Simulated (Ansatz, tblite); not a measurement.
Forces on the cluster Li14⁺ at its PBE/def2-SVP geometry. Total charge 1; doublet.

The xTB rows come from tblite. The structure comes from a short search, and lower isomers may exist.

GFN1-xTB (tblite), largest force 0.41 eV/Å:

```xyz
14
positions Å, forces eV/Å
Li   -2.490   -2.458   -0.174    0.175   -0.025    0.211
Li    0.124    1.591   -1.469    0.209    0.298   -0.078
Li    1.310   -1.117    2.517   -0.187   -0.143   -0.055
Li   -2.391    0.952   -0.228    0.105    0.049    0.061
Li    0.892   -3.240   -0.100   -0.184    0.067    0.138
Li   -0.809    4.098   -0.508    0.218   -0.259   -0.065
Li    2.304    3.120   -0.687   -0.259   -0.154   -0.121
Li   -0.425   -0.978    0.532   -0.138   -0.333    0.188
Li   -0.921   -3.284    2.326    0.014    0.213   -0.200
Li   -2.028   -0.483    2.638    0.088   -0.189   -0.117
Li    2.168   -0.065   -0.506    0.007    0.164   -0.156
Li    2.221    1.234   -3.355   -0.159    0.098    0.290
Li    0.219    1.777    1.325    0.008    0.163   -0.157
Li   -0.173   -1.145   -2.311    0.104    0.051    0.062
```

GFN2-xTB (tblite), largest force 0.40 eV/Å:

```
Li 0.170 0.048 0.136
Li -0.020 0.066 -0.087
Li -0.051 0.009 -0.060
Li 0.275 -0.057 0.098
Li -0.146 0.067 0.071
Li 0.174 -0.348 0.009
Li -0.058 -0.018 -0.043
Li -0.025 0.055 -0.080
Li 0.034 0.297 -0.260
Li 0.057 -0.122 -0.122
Li -0.239 0.022 -0.063
Li -0.182 -0.011 0.345
Li -0.096 -0.116 -0.198
Li 0.104 0.107 0.256
```

PBE/def2-TZVP (Ansatz), largest force 0.06 eV/Å:

```
Li 0.036 0.017 0.019
Li 0.018 -0.012 0.031
Li -0.028 0.008 -0.036
Li 0.058 -0.027 0.002
Li -0.029 0.036 0.017
Li 0.013 -0.025 -0.009
Li -0.022 -0.017 -0.006
Li -0.004 0.000 -0.005
Li 0.005 0.038 -0.034
Li 0.029 -0.017 -0.036
Li -0.054 0.006 0.012
Li -0.019 0.006 0.022
Li -0.003 -0.042 -0.036
Li -0.002 0.029 0.058
```
